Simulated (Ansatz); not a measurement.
Reaction (formal hydrolysis of a B–C bond): `BB[CH2][InH2]` + H₂O → `BBO` + `[CH3][InH2]`

Calculated with Ansatz (gas phase, PBE0-D4/def2-TZVP geometries, no zero-point term in ΔE). CCSD(T)/CBS is the MP2 limit (def2-TZVPP, def2-QZVPP) plus CCSD(T) − MP2 in def2-TZVPP, frozen cores. This one scheme is used for every species. Functionals use def2-TZVPP. B3LYP here is the variant with VWN-RPA as its local correlation; programs differ in this. def2 core potentials past Kr. For In outer-core shells are correlated without core-valence functions, which leaves a few kJ/mol of doubt a bond. One conformer a species, not always the lowest.

| level | ΔE (kJ/mol) | difference from CCSD(T)/CBS |
| --- | --- | --- |
| r2SCAN-D4 | -69.7 | -4.7 |
| B97M-V | -74.5 | -9.5 |
| BHLYP-D4 | -92.8 | -27.8 |
| PBE-QIDH | -75.0 | -10.0 |
| PBE0 | -76.3 | -11.3 |
| B3LYP | -96.9 | -31.9 |
| BHLYP | -103.3 | -38.3 |
| LC-ωPBE | -87.9 | -22.9 |
| HF/def2-SVP | -141.3 | -76.3 |
| MP2/def2-SVP | -102.3 | -37.3 |
| CCSD(T)/CBS | -65.0 | 0 |

Largest T1 diagnostic among the species: 0.014.

From BLYP to BHLYP (50 % exact exchange), in def2-TZVPP and without D4, ΔE moves by −6.9 kJ/mol. In def2-TZVPP, CCSD(T) changes the Hartree–Fock value by +50.5 kJ/mol (the triples alone add +7.9 kJ/mol) and MP2 by +55.7 kJ/mol. The D4 term adds +10.7 kJ/mol with B3LYP and +5.8 kJ/mol with PBE0; it sums over pairs of atoms, weighted by their polarisabilities, and B3LYP, whose exchange is more repulsive, gets the larger term.

CCSD(T)/CBS has its own doubt, a few kJ/mol and more with outer-core shells, so smaller differences from it don't rank the levels.
